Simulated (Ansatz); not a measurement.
Born–Oppenheimer molecular dynamics of ClF$_{3}$H$_{2}$W (7 atoms, charge 0, multiplicity 1). It goes on from the last frame of an earlier run, with new velocities.

Theory: RHF/def2-SVP (Ansatz 0.2.0).

```json
{
  "ensemble": "NVT, Nosé–Hoover chain",
  "time step": "1 fs",
  "steps asked": "100",
  "set temperature": "400 K",
  "thermostat": "time constant 100 fs, chain length 3 (defaults)",
  "seed": "720301"
}
```

First frame:

```xyz
7
Properties=species:S:1:pos:R:3
W -0.040 0.137 -0.164
H -0.328 -0.382 1.384
F 1.774 0.101 0.148
F -0.034 1.733 0.895
F -1.788 0.585 -0.585
H -0.147 -1.544 0.005
Cl 0.096 -0.650 -2.371
```

(1) How far do the bonds stretch over the last three quarters of this one trajectory? (Pairs bonded in most of those frames.)

Answers

(1) 
```
  bond  mean (Å)  spread (Å)  shortest  longest
 W1–H2     1.664       0.055      1.57     1.74
 W1–F3     1.839       0.032      1.79     1.90
 W1–F4     1.892       0.026      1.85     1.93
 W1–F5     1.832       0.030      1.78     1.87
 W1–H6     1.656       0.023      1.62     1.69
W1–Cl7     2.345       0.009      2.33     2.37
```

Mean temperature of the second half: 372 K. The conserved energy stayed within 0.39 meV per atom of its start (net change 0.19 meV per atom), so the integration is sound. A run of 0.1 ps of so small a system gives no equilibrium averages.

The run took 4.4 min on 1 thread of Arm Neoverse V1, with other jobs on the host, peak memory 0.2 GiB.
